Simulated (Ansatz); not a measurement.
Basis-set extrapolation for BH$_{4}$OSSi, SMILES `[SiH3]O[B]S` radical (PBE0-D4/def2-TZVP geometry, frozen core, Ansatz 0.2.0). Multiplicity 2, UHF reference.

```json
{"": "HF", "def2-TZVPP": "-788.471209", "def2-QZVPP": "-788.496828"}
{"": "MP2 correlation", "def2-TZVPP": "-0.605530", "def2-QZVPP": "-0.654563"}
{"": "CCSD(T) correlation", "def2-TZVPP": "-0.676532", "def2-QZVPP": "not run"}
```

Energies in hartree. Use E(X) = E(∞) + A·exp(−7.88·√X) for Hartree–Fock and E(X) = E(∞) + B·X^(−2.97) for correlation, with X = 3 and 4, and add CCSD(T) minus MP2 of the smaller set to the MP2 limit.

Q: What is the CCSD(T) energy at the basis-set limit?

A: HF limit: -788.496828 + (-0.025619) × 0.13774 = -788.50036. MP2 limit: -0.654563 + (-0.049033) × 0.74074 = -0.69088. Higher-order term: -0.676532 − (-0.605530) = -0.07100. Total: -789.26224 hartree, 71.8 kcal/mol below CCSD(T)/def2-TZVPP.
